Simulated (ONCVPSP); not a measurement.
## Reading a pseudo-wave (Ta (Z = 73))

Columns: radius, all-electron u(r) and pseudo u(r) of the 5s shell (level -76.68 eV) of tantalum in the configuration [Kr] 4d10 4f14 5s2 5p6 5d3 6s1.5; LDA (Perdew-Wang 92), scalar-relativistic, ONCV scheme, ONCVPSP 4.0.1.

```json
{"r (bohr)": "0.138", "all-electron": "0.3934", "pseudo": "0.2013"}
{"r (bohr)": "0.275", "all-electron": "-0.3204", "pseudo": "0.3980"}
{"r (bohr)": "0.413", "all-electron": "-0.5493", "pseudo": "0.5864"}
{"r (bohr)": "0.550", "all-electron": "0.0360", "pseudo": "0.7526"}
{"r (bohr)": "0.688", "all-electron": "0.6516", "pseudo": "0.8845"}
{"r (bohr)": "0.825", "all-electron": "1.0107", "pseudo": "0.9669"}
{"r (bohr)": "0.963", "all-electron": "1.1307", "pseudo": "0.9929"}
{"r (bohr)": "1.100", "all-electron": "1.0932", "pseudo": "0.9628"}
{"r (bohr)": "1.238", "all-electron": "0.9738", "pseudo": "0.8855"}
{"r (bohr)": "1.375", "all-electron": "0.8252", "pseudo": "0.7773"}
{"r (bohr)": "1.513", "all-electron": "0.6749", "pseudo": "0.6541"}
{"r (bohr)": "1.650", "all-electron": "0.5397", "pseudo": "0.5327"}
{"r (bohr)": "1.788", "all-electron": "0.4233", "pseudo": "0.4217"}
{"r (bohr)": "1.925", "all-electron": "0.3283", "pseudo": "0.3281"}
{"r (bohr)": "2.062", "all-electron": "0.2521", "pseudo": "0.2520"}
{"r (bohr)": "2.200", "all-electron": "0.1917", "pseudo": "0.1916"}
{"r (bohr)": "2.338", "all-electron": "0.1448", "pseudo": "0.1447"}
{"r (bohr)": "2.475", "all-electron": "0.1090", "pseudo": "0.1090"}
{"r (bohr)": "2.613", "all-electron": "0.0816", "pseudo": "0.0816"}
{"r (bohr)": "2.750", "all-electron": "0.0610", "pseudo": "0.0610"}
{"r (bohr)": "2.888", "all-electron": "0.0454", "pseudo": "0.0453"}
{"r (bohr)": "3.025", "all-electron": "0.0337", "pseudo": "0.0337"}
{"r (bohr)": "3.162", "all-electron": "0.0250", "pseudo": "0.0250"}
{"r (bohr)": "3.300", "all-electron": "0.0185", "pseudo": "0.0185"}
{"r (bohr)": "3.438", "all-electron": "0.0136", "pseudo": "0.0136"}
{"r (bohr)": "3.575", "all-electron": "0.0100", "pseudo": "0.0100"}
```

Question: How many radial nodes do the two functions have?

Answer: The all-electron 5s function has n − l − 1 = 4 (the table is too coarse to show those close to the nucleus); the pseudo-wave has 0, since the states of the same l below it are removed with the core.

Question: At about which radius was the pseudo-wave matched?

Answer: 2.10 bohr. The columns agree to 0.0005 from 1.93 bohr on; several derivatives are matched, so the curves merge somewhat inside the radius.

Question: Is the pseudo-wave norm-conserving?

Answer: Yes: the ONCV scheme keeps the norm inside the radius equal to the all-electron one, which fixes the energy derivative of the logarithmic derivative at the level.
